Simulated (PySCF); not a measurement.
C3H4BFO, SMILES OB1C=C[C@H]1F.

Coordinates come from a PBE0-D3(BJ)/def2-SVP optimisation. The structure was generated by enumeration; whether it is a known compound was not checked. Other conformers were not sampled.

These are PBE/def2-TZVP in PySCF values and carry that method's errors.

The molecule is in vacuum.

Computed frontier levels, gap, dipole moment and polarisability:
| Item | Result |
|---|---|
| highest occupied level | -6.51 eV |
| lowest empty level | -1.86 eV |
| orbital gap | 4.65 eV |
| dipole moment | 0.88 D |
| quadrupole, principal values (traceless, Buckingham form, about the centre of nuclear charge) | -7.81, -1.03, 8.84 D·Å |
| mean static polarisability | 51.1 bohr³ (7.57 Å³) |
| polarisability, principal values | 37.5, 56.3, 59.4 bohr³ |
